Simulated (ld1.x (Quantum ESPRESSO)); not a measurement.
**What the settings do to the ultrasoft potential of Mn (Z = 25)**

Base potential:

ld1.x (Quantum ESPRESSO) 7.5 input, shortened:

```
&input
   title='Mn', zed=25., rel=1, dft='PBE', iswitch=3,
   config='[Ar] 3d5 4s0.5 4p0'
 /
 &inputp
   pseudotype=3, tm=.true., lloc=-2, rcloc=1.15,
   nlcc=.true., rcore=0.80,
   which_augfun='PSQ', rmatch_augfun_nc=.true.
 /
6
4S  1  0   0.50   0.00  1.80  2.35  0.0
4S  1  0   0.00  -0.60  1.80  2.35  0.0
3P  2  1   6.00   0.00  1.40  1.50  0.0
4P  3  1   0.00   0.00  1.40  1.50  0.0
3D  3  2   5.00   0.00  1.30  1.50  0.0
3D  3  2   0.00  -0.95  1.30  1.50  0.0
 &test
   configts(1)='3p6 3d5 4s0.5 4p0'
 /
```

All-electron outer shells of the reference configuration (PBE, scalar-relativistic, ld1.x):

```csv
shell,level (eV),outermost node (bohr),outermost maximum (bohr)
3s,-98.74,0.34,0.74
3p,-67.47,0.31,0.75
3d,-19.47,–,0.76
4s,-15.57,1.05,2.32
4p,-10.47,1.14,2.80
```

Cutoffs, loose and tight: the cutoffs (Ry, on a coarse ladder) from which the occupation-weighted sum of valence levels, in a spherical-Bessel basis at the reference potential, stays within 10 and 1 mRy of its value at 400 Ry. They do not see the model core or the augmentation charge, which bear on the density cutoff. Test errors are all-electron minus pseudo excitation energies from the reference, over the configurations 3p6 3d5 4s2 4p0; 3p6 3d5 4s1 4p0; 3p6 3d5 4s0 4p0; 3p6 3d6 4s0 4p0; 3p6 3d5 4s1 4p1; 3p6 3d5 4s0 4p1; 3p6 3d4 4s0 4p0. A dash means not determined; rows that change the core or the reference have their own tests. The largest error is taken over the tests solved by every variant that gives reliable tests at all: 3p6 3d5 4s0 4p0; 3p6 3d5 4s0 4p1; 3p6 3d5 4s1 4p0; 3p6 3d5 4s1 4p1; 3p6 3d5 4s2 4p0; 3p6 3d6 4s0 4p0.

A true bound ghost makes a file unfit for plane-wave use even where its test errors are small: the radial tests pick states by their node count and pass the ghost by.

Cutoffs are not given where the Bessel-basis levels miss the radial ones by over 6 mRy, ghosts where they miss by over 20 mRy; a channel whose overlap is not positive is not tested.

A file whose overlap is not positive is unfit for use, and its test errors describe a broken file.

```tsv
change	outcome	cutoff, loose	cutoff, tight	bound ghosts	largest test error (meV)
base	generated	50 Ry	80 Ry	s	-3.6
reference 3p6 3d5 4s1.75 4p0.25	generated, overlap not positive	–	–	not determined (overlap not positive)	test run stopped at test 1 of 7 (negative rho)
local potential all-electron potential smoothed inside 1.70 bohr (lloc = -2)	generated	50 Ry	80 Ry	none	-3.9
waves 4s (bound): rcut 1.80, rcutus 2.28 bohr; 4s channel at -0.6 Ry: rcut 1.80, rcutus 2.28 bohr	generated	50 Ry	80 Ry	s	-3.7
all radii but the core radius scaled by about 1.19 (s 2.80, p 1.78, d 1.78 bohr, rcut 2.14/1.66/1.54); local potential all-electron potential smoothed inside 1.38 bohr (lloc = -2)	generated	35 Ry	55 Ry	none	-26
```

(1) What comes out with this change to the base: core correction a·sin(br)/r model core inside 1.54 bohr?

(2) What comes out with this change to the base: waves 3p (bound): rcut 1.40, rcutus 1.94 bohr; 4p (bound): rcut 1.40, rcutus 1.94 bohr?

(3) What comes out with this change to the base: type TM; waves now 4s (bound): rc 2.35 bohr; 3p (bound): rc 1.50 bohr; 3d (bound): rc 1.50 bohr; local potential the d channel?

Results:

(1) outcome: generated; cutoff, loose: 50 Ry; cutoff, tight: 80 Ry; bound ghosts: s; largest test error (meV): +6.2.

(2) outcome: generated; cutoff, loose: 45 Ry; cutoff, tight: 80 Ry; bound ghosts: s; largest test error (meV): -4.6.

(3) outcome: generated; cutoff, loose: 100 Ry; cutoff, tight: 140 Ry; bound ghosts: s; largest test error (meV): -151.
